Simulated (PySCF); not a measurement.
## ReS(OH)₂: from structure and modes to constants

Computed with UPBE0 in PySCF with Re def2-SVP with ECP60, S def2-SVP, O def2-SVP, H def2-SVP; scalar-relativistic core potentials, no spin–orbit coupling; density-fitted integrals.

The doublet minimum has Cs symmetry. Masses (u): Re 186.95575, S 31.97207, O 15.99492, H 1.00782.

```xyz
6
charge 0 multiplicity 2, angstrom
Re   -0.0328    0.1396    0.0000
S     0.0000   -1.9401    0.0000
O     0.1337    1.0604    1.6061
O     0.1337    1.0604   -1.6061
H     0.9199    0.9918    2.1652
H     0.9199    0.9918   -2.1652
```

Harmonic wavenumbers (cm⁻¹): 118.6 (a'', ×1), 148.9 (a', ×1), 188.7 (a', ×1), 281.0 (a'', ×1), 384.2 (a', ×1), 576.8 (a', ×1), 627.4 (a'', ×1), 679.6 (a', ×1), 738.0 (a'', ×1), 743.5 (a', ×1), 3845.2 (a'', ×1), 3849.5 (a', ×1).

(1) Find the principal moments of inertia and the rotational constants. What kind of rotor is it?

(2) What is the harmonic zero-point energy?

(3) Find the vibrational entropy and heat capacity at 298.15 K.

(4) Give the standard entropy (298.15 K, 1 bar) by its translational, rotational, vibrational and spin parts, and Cp.

Results:

(1) About the centre of mass I = 94.261, 164.41, 254.1 u Å². With B = 16.8576/I this gives 0.1788, 0.1025, 0.06634 cm⁻¹. The molecule is an asymmetric top with κ = -0.36.

(2) Half the sum of all 12 wavenumbers, 12182/2 = 6091 cm⁻¹, which is 72.9 kJ/mol (1 cm⁻¹ = 0.0119627 kJ/mol).

(3) With u = 1.43878 ω/T, each mode gives S = R[u/(eᵘ−1) − ln(1−e⁻ᵘ)] and C = R u² eᵘ/(eᵘ−1)².
| ω (cm⁻¹) | u | S (J/(mol K)) | C (J/(mol K)) |
| --- | --- | --- | --- |
| 118.6 | 0.572 | 13.07 | 8.09 |
| 148.9 | 0.719 | 11.24 | 7.97 |
| 188.7 | 0.911 | 9.37 | 7.76 |
| 281.0 | 1.356 | 6.39 | 7.15 |
| 384.2 | 1.854 | 4.28 | 6.29 |
| 576.8 | 2.784 | 2.06 | 4.52 |
| 627.4 | 3.028 | 1.69 | 4.08 |
| 679.6 | 3.280 | 1.39 | 3.63 |
| 738.0 | 3.561 | 1.11 | 3.17 |
| 743.5 | 3.588 | 1.08 | 3.13 |
| 3845.2 | 18.556 | 0.00 | 0.00 |
| 3849.5 | 18.577 | 0.00 | 0.00 |
The sums over all modes are S = 51.7 and C = 55.8 J/(mol K); the softest mode gives 25 % of the entropy.

(4) Sackur–Tetrode with M = 252.93 u gives 177.9; rotation with symmetry number 1 gives 111.7; vibration 51.7; spin R ln 2 = 5.8. The total is 347.0 J/(mol K), and Cp = 4 R + 55.8 = 89.1 J/(mol K).

Only a few start shapes were tried, so a lower isomer may exist. Other spin states or occupations of the open shell can lie lower. No spin–orbit coupling is included, which matters more the heavier the element.
